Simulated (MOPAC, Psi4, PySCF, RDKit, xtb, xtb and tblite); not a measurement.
Two geometries of SMILES FCC(F)(F)F (C₂H₂F₄), relaxed at GFN2-xTB with one dihedral held; other torsions can differ between them too.

Structure A

```
8

F     -1.4751     0.9996     0.2019
C     -0.7643    -0.1096    -0.1276
C      0.7213     0.1031     0.1830
F      1.0045    -0.0702     1.4767
F      1.1548     1.3099    -0.1691
F      1.4551    -0.7970    -0.4919
H     -1.1429    -0.9547     0.4561
H     -0.8818    -0.2825    -1.2029
```

Structure B

```
8

F     -1.4544     1.0076     0.1439
C     -0.7566    -0.1260    -0.1227
C      0.7328     0.0789     0.2090
F      0.9609     1.2104     0.8653
F      1.4872     0.1026    -0.8981
F      1.2011    -0.9259     0.9625
H     -1.1629    -0.9283     0.5026
H     -0.8703    -0.3576    -1.1868
```

Q: Which is lower in energy at the level Psi4 with DF-MP2 (frozen core)/cc-pVTZ // GFN2-xTB, and by how much?

A: A is lower, by 11.45 kJ/mol (dihedral F1–C2–C3–F4: 80° in A, 10° in B).

E(B) − E(A) in kJ/mol at the other levels, on the same two geometries: GFN2-xTB (xtb and tblite) 3.94; MMFF94 // GFN2-xTB (RDKit) 20.32; PBE/def2-TZVP // GFN2-xTB (Psi4) 9.82; PBE-D3(BJ)/def2-TZVP // GFN2-xTB (Psi4) 9.85; HF/cc-pVTZ // GFN2-xTB (Psi4) 11.53; UFF // GFN2-xTB (RDKit) 11.15; PM7, restricted, heats of formation // GFN2-xTB (MOPAC) 2.06; AM1, restricted, heats of formation // GFN2-xTB (MOPAC) 0.00; GFN1-xTB // GFN2-xTB (xtb) 3.01; restricted B3LYP/6-31G*, spherical d // GFN2-xTB (PySCF) 10.12; restricted MP2 (frozen core)/6-31G*, spherical d // GFN2-xTB (PySCF) 11.52; restricted M06-2X/6-31G*, spherical d // GFN2-xTB (PySCF) 9.52; restricted LDA (SVWN5)/6-31G*, spherical d // GFN2-xTB (PySCF) 9.31.
